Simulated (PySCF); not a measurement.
Cs: excitation energy

Cs [Xe] 6s1 (2S) → Cs [Xe] 5d1 (2D), as a difference of total energies. Calculation: PySCF 2.14, in def2-TZVPPD with the def2 core potential (46 electrons) (5s4p3d1f, 39 functions); scalar relativity through the core potential. Correlated levels: valence and next inner shell: nothing frozen outside the core potential. The calculations carry no spin-orbit coupling.

```tsv
method	excitation energy (cm⁻¹)	error (cm⁻¹)
UHF	14067	-491
LDA	13301	-1257
PBE	12278	-2280
PBE0	12616	-1942
r2SCAN	12413	-2145
B3LYP	12790	-1768
CAM-B3LYP	13745	-812
M06-L	9586.9	-4971
wB97M-V	13549	-1009
MP2 (valence and next inner shell)	15858	+1301
SCS-MP2 (valence and next inner shell)	15513	+955
```

Reference: 14558 cm⁻¹ (measured; NIST levels, between the centres of gravity of the two terms).

Errors of the correlated levels include the incompleteness of this basis.
